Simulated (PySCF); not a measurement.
**The 27-electron isoelectronic series, spin-free X2C**

All values are computed (PySCF 2.14, energy differences of UHF-based or UKS calculations, no spin-orbit coupling). Each ion has its own even-tempered basis scaled to its charge (18s13p8d4f3g for the first); frozen: [Ne]. Ionisation energies in eV.

| ion | configuration | UHF | LDA | PBE | PBE0 | r2SCAN | MP2 (outer shells) | NIST (with spin-orbit, Breit and QED) |
| --- | --- | --- | --- | --- | --- | --- | --- | --- |
| Sm³⁵⁺ | [Ar] 3d9 (2D) | 2477.1 | 2478.0 | 2476.8 | 2477.5 | 2476.5 | 2478.9 | 2466 ± 5 (t) |
| Eu³⁶⁺ | [Ar] 3d9 (2D) | 2603.7 | 2604.5 | 2603.3 | 2604.0 | 2603.0 | 2605.5 | 2591 ± 5 (t) |
| Gd³⁷⁺ | [Ar] 3d9 (2D) | 2733.3 | 2734.1 | 2732.9 | 2733.6 | 2732.6 | 2735.1 | 2720 ± 4 (t) |
| Tb³⁸⁺ | [Ar] 3d9 (2D) | 2866.1 | 2866.8 | 2865.6 | 2866.3 | 2865.2 | 2867.9 | 2852 ± 4 (t) |
| Dy³⁹⁺ | [Ar] 3d9 (2D) | 3002.0 | 3002.6 | 3001.4 | 3002.1 | 3001.0 | 3003.7 | 2987 ± 4 (t) |
| Ho⁴⁰⁺ | [Ar] 3d9 (2D) | 3140.9 | 3141.5 | 3140.2 | 3141.0 | 3139.9 | 3142.7 | 3125 ± 4 (t) |
| Er⁴¹⁺ | [Ar] 3d9 (2D) | 3283.0 | 3283.5 | 3282.2 | 3283.0 | 3281.9 | 3284.7 | 3265 ± 4 (t) |
| Tm⁴²⁺ | [Ar] 3d9 (2D) | 3428.2 | 3428.7 | 3427.4 | 3428.2 | 3427.1 | 3430.0 | 3409 ± 4 (t) |
| Yb⁴³⁺ | [Ar] 3d9 (2D) | 3576.4 | 3576.8 | 3575.5 | 3576.4 | 3575.2 | 3578.2 | 3555 ± 4 (t) |
| Lu⁴⁴⁺ | [Ar] 3d9 (2D) | 3727.9 | 3728.2 | 3726.9 | 3727.8 | 3726.6 | 3729.7 | 3706 ± 4 (t) |

Each ion has its own basis, which adds noise of up to about 0.1 % along the series.

NIST values marked (s) are semi-empirical, (t) theoretical. Open shells are high-spin determinants of the terms that Hund's rules give.

Spin-orbit coupling of the open shells is absent from the calculated values and included in NIST's; it grows fast with Z.
